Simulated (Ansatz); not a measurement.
Breaking the Ge1–H2 bond in FGeH (SMILES [F][GeH]) (multiplicity 1 held, fragments rigid). Energies count from the point at 1.615 Å.
Geometry at that point (charge 0, multiplicity 1):
| atom | x (Å) | y (Å) | z (Å) |
|---|---|---|---|
| Ge | -0.1137 | -0.2269 | 0.2808 |
| H | -0.9845 | -1.0535 | -0.7992 |
| F | 0.5137 | 0.9238 | -0.9095 |

Signs of static correlation in cc-pVTZ, with CASSCF(2,2), from Ansatz (a quantum-chemistry and plane-wave program) runs.

```csv
R (Å),T1 of restricted CCSD,⟨S²⟩ of UHF,largest double amplitude of restricted CCSD,weight of the CASSCF reference in MRCISD,CASSCF natural occupations
1.292,0.016,0.185,0.090,0.922,1.99 0.01
1.453,0.016,0.114,0.083,0.922,1.98 0.02
1.615,0.016,0.043,0.073,0.922,1.97 0.03
1.776,0.017,0.000,0.062,0.921,1.96 0.04
1.938,0.018,0.000,0.061,0.921,1.94 0.06
2.180,0.020,0.080,0.122,0.921,1.91 0.09
2.422,0.025,…,0.190,0.922,1.85 0.15
2.826,0.039,0.835,…,0.922,1.71 0.29
3.230,0.061,0.949,0.452,0.922,1.53 0.47
3.714,0.089,0.996,0.650,0.923,1.32 0.68
4.360,0.116,1.013,0.872,0.923,1.15 0.85
5.168,0.128,1.017,1.015,0.923,1.05 0.95
```

**Question.** Some entries are withheld; supply them.

**Answer.** 
- 2.422, ⟨S²⟩ of UHF: 0.517
- 2.826, largest double amplitude of restricted CCSD: 0.307

Doubts at one or more of the structures used: a restricted determinant that unrestricted orbitals would lower (R-CCSD(T)/cc-pVTZ); other coupled-cluster roots lie near (R-CCSD(T)/cc-pVTZ); T1 above 0.05 (R-CCSD(T)/cc-pVTZ, U-CCSD(T)/cc-pVTZ); a spin-contaminated determinant (U-CCSD(T)/cc-pVTZ).
